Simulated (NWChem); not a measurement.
System: CH6ClNOSi; SMILES C[Si](N)(O)Cl

Here is an NWChem input.

```
start job
memory heap 200 mb stack 900 mb global 1100 mb
geometry units angstroms noautosym nocenter noautoz
  C      1.701639     1.018064     0.175849
  Si    -0.026668     0.346221     0.064922
  N     -0.842558     1.082201    -1.257039
  O     -0.934195     0.562653     1.436723
  Cl     0.119141    -1.723072    -0.085870
  H      2.284930     0.764821    -0.723002
  H      2.218411     0.581938     1.043718
  H      1.696131     2.113336     0.289491
  H     -1.774610     0.763860    -1.503152
  H     -0.315750     1.306312    -2.094610
  H     -1.371253     1.418248     1.488669
end
basis spherical
  C library def2-svp
  Si library def2-svp
  N library def2-svp
  O library def2-svp
  Cl library def2-svp
  H library def2-svp
end
dft
  xc b3lyp
  iterations 150
end
cosmo
  do_cosmo_smd true
  solvent water
end
task dft energy
```

Coordinates come from a PBE0/def2-SVP optimisation. Solvent: water.

Level: B3LYP/def2-SVP with SMD (1 M gas to 1 M solution), gas-phase geometry. Reactions with the solvent are ignored.

Predict the main results of this run. (B3LYP/def2-SVP, SMD on the gas-phase geometry.) Quantities: solvation free energy (kcal/mol); cavity-dispersion-structure term (kcal/mol); dipole in solution (D).


```json
{
 "solvation free energy (kcal/mol)": "-6.0",
 "cavity-dispersion-structure term (kcal/mol)": "3.7",
 "dipole in solution (D)": "4.09"
}
```
